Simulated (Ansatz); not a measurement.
Worked example: HOI + C2H10OSi3 → SiH3I + C2H8O2Si2

Species: HOI (hypoiodous acid) `OI`, singlet; C2H10OSi3 `C=C[Si](O)([SiH3])[SiH3]`, singlet; SiH3I `[SiH3]I`, singlet; C2H8O2Si2 `C=C[Si](O)(O)[SiH3]`, singlet. The partners trade OH for SiH3: I–OH and Si–SiH3 bonds give way to I–SiH3 and Si–OH.

Shapes, held fixed at every level: PBE0-D4/def2-TZVP. Flexible molecules stand in one conformer, not always the lowest. Programs: Ansatz 0.2.0. Electronic energies: no zero-point or thermal term.

At CCSD(T)/def2-TZVPP; 1 Eh = 2625.50 kJ/mol:

| species | energy (Eh) |
| --- | --- |
| HOI | -372.835641 |
| C2H10OSi3 | -1024.392290 |
| SiH3I | -588.021398 |
| C2H8O2Si2 | -809.337646 |

Task: Work out ΔE of the reaction at this level.

Result: 
1. Products less reactants: (-588.021398) + (-809.337646) − [(-372.835641) + (-1024.392290)] = -0.131113 Eh = -344.2 kJ/mol.

Other levels give -385.2 (HF/def2-TZVPP) to -308.6 kJ/mol (PBE-D4/def2-TZVPP). No measured value is set beside it here. For atoms past krypton def2 sets carry core potentials with scalar relativity. Correlated rows may include outer-core shells of I, which these sets cover unevenly.
